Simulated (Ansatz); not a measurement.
H3FOS2Si (SMILES O[Si](F)(S)S), singlet, at a GFN2-xTB geometry; MP2/def2-SVP (Ansatz, an electronic-structure program).

Input for Ansatz:
Ansatz 0.2 input:
```yaml
crystal:
  periodic: [false, false, false]
  atoms:
    - {symbol: O, position_ang: [-0.33364030, -0.71151945, 1.64266042]}
    - {symbol: Si, position_ang: [-0.26949225, -0.12183502, 0.14370161]}
    - {symbol: F, position_ang: [-1.72136459, -0.34755819, -0.50582649]}
    - {symbol: S, position_ang: [1.23192561, -1.27712598, -0.82584637]}
    - {symbol: S, position_ang: [0.04745296, 1.98484783, 0.00982147]}
    - {symbol: H, position_ang: [-0.97854403, -0.41873312, 2.28383970]}
    - {symbol: H, position_ang: [1.08469920, -2.32373272, -0.02964656]}
    - {symbol: H, position_ang: [1.35808261, 1.94478593, 0.20153795]}
basis:
  gaussian:
    orbitals: def2-SVP
magnetization: {spin_polarized: false}
correlation: {method: mp2}
```

The log (banner, timings and long lists left out):

```
Functional definition: HF
900 factors; integrals over basis functions are off by at most 9.9e-4 eV
mean field evaluation 1: about -34275.8839 eV, gradient 3.9e1 eV
mean field evaluation 2: about -34275.8878 eV, gradient 3.9e1 eV
mean field evaluation 4: about -34279.1363 eV, gradient 2.8e0 eV
mean field evaluation 8: about -34279.1718 eV, gradient 1.8e-4 eV
mean field -34279.17184110 eV, -1259.7363299033 hartree, gradient 2.9e-6 eV, S^2 0.000000; 0 other end points of the search recorded, 0 dependent functions left out
17 core orbitals not correlated
reference -34279.17184110 eV, -1259.7363299033 hartree; 16, 16 occupied and 64, 64 virtual orbitals, 900 factors
second order -19.60604436 eV of doubles, -0.00000000 eV of singles
Total energy: -34298.77788546 eV, -1260.4568387441 hartree
```
